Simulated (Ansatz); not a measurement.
Ansatz results at the PBE0-D4/def2-TZVP geometry: HOMO–LUMO gap (B3LYP/def2-TZVPP) 4.83 eV; LUMO energy (ωB97M-V/def2-TZVPP) 0.28 eV; LUMO energy (PBE0/def2-TZVPP) -2.01 eV.

Each molecule was computed in one conformer, which needn't be the lowest.

(1) Which molecule gave them?
A. `O=C[SiH2]BO`
B. `[NH2][Al]1[CH2]C[O]1`
C. `[SiH3]B1OCO1`
D. `F[CH]1[AlH][GeH2]1`

## Answers

(1) A. The others give `[NH2][Al]1[CH2]C[O]1`: 6.76, 1.34, -0.07; `[SiH3]B1OCO1`: 7.87, 1.30, -0.61; `F[CH]1[AlH][GeH2]1`: 4.11, -0.45, -2.12.

B3LYP here is the variant with VWN-RPA as its local correlation; programs differ in this.
